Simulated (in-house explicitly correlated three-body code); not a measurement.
Computed with an exponentially correlated three-body code. Model: two electrons around a point charge, non-relativistic, variational in 260 exponentially correlated functions (energies converged to about 1e-7 hartree, or 1e-8 relative for large Z).

Command:
```bash
python run_hyl.py task.json out
```
Settings (lengths in bohr, energies in hartree):
```
Z                      1.5
nuclear_mass           15
interaction_strength   1
functions              260
states_tried           13
```

Cost of the run: 64 s on 1 thread of Arm Neoverse N1 (shared host).

**Those bound S and P states to n = 4 that converged, binding against the one-electron ion.**

Given: nuclear charge 1.5; mass of the centre 15 electron masses.

Computed: one-electron threshold -1.0546875 hartree.

```tsv
term	energy (hartree)	binding (eV)
1 1S	-1.36888248	8.5497
2 3S	?	?
2 1S	-1.09342869	1.0542
2 3P	-1.08624655	0.85877
2 1P	-1.08371999	0.79001
3 3S	-1.07271913	0.49067
3 1S	-1.07023035	0.42294
3 1P	-1.06761408	0.35175
4 3S	?	?
4 1S	-1.06303669	0.22719
4 1P	-1.06197497	0.1983
```

Q: What belongs in the row 2 3S?

A: energy (hartree): -1.10393431; binding (eV): 1.3401.

Q: What belongs in the row 4 3S?

A: energy (hartree): -1.06398756; binding (eV): 0.25307.

**Converged states only, values per electron or pair.**

```
term  mean r (bohr)  mean r squared (bohr²)  mean inverse r (1/bohr)  mean r12 (bohr)  mean inverse r12 (1/bohr)  mean cosine  mean p1 dot p2 (bohr⁻²)  delta r1 (bohr⁻³)  delta r12 (bohr⁻³)
1 1S         1.4543                  2.9957                   1.1113           2.2442                    0.59616    -0.063063                 0.060709             0.5605            0.023232
2 3S         4.4057                   36.32                   0.7874           7.8457                    0.15433   -0.0084193               0.00031266            0.45031                   -
2 1S              ?                       ?                        ?                ?                          ?            ?                        ?                  ?                   ?
2 3P          5.349                  57.404                  0.76796           9.7174                    0.13138    -0.014178                -0.014295            0.43987                   -
2 1P         5.9549                  70.988                  0.76046           10.906                    0.11395   -0.0030609                0.0017577            0.44282          2.7955e-05
3 3S              ?                       ?                        ?                ?                          ?            ?                        ?                  ?                   -
3 1S         12.644                  334.05                  0.73209            24.25                   0.055819  -0.00085344              -0.00083233            0.44404          0.00028942
3 1P         13.992                   417.4                  0.72874           26.944                   0.050996  -1.5421e-05               0.00036705            0.44269          9.6413e-06
4 3S         20.723                  919.62                  0.72055           40.397                    0.03366   0.00012773              -0.00058374            0.44323                   -
4 1S         23.025                  1139.2                  0.71899           44.999                   0.030901   3.6919e-05              -0.00058942            0.44313          0.00011505
4 1P         25.211                  1381.2                   0.7176           49.371                   0.028843   0.00033324              -2.0529e-05            0.44265          4.2559e-06
```

Q: What belongs in the row 2 1S?

A: mean r (bohr): 5.4501; mean r squared (bohr²): 57.207; mean inverse r (1/bohr): 0.77219; mean r12 (bohr): 9.9085; mean inverse r12 (1/bohr): 0.12973; mean cosine: -0.0065717; mean p1 dot p2 (bohr⁻²): -0.00066792; delta r1 (bohr⁻³): 0.4482; delta r12 (bohr⁻³): 0.0011093.

Q: What belongs in the row 3 3S?

A: mean r (bohr): 10.971; mean r squared (bohr²): 249.37; mean inverse r (1/bohr): 0.73601; mean r12 (bohr): 20.91; mean inverse r12 (1/bohr): 0.062601; mean cosine: -0.00084342; mean p1 dot p2 (bohr⁻²): -0.00074981; delta r1 (bohr⁻³): 0.44435.
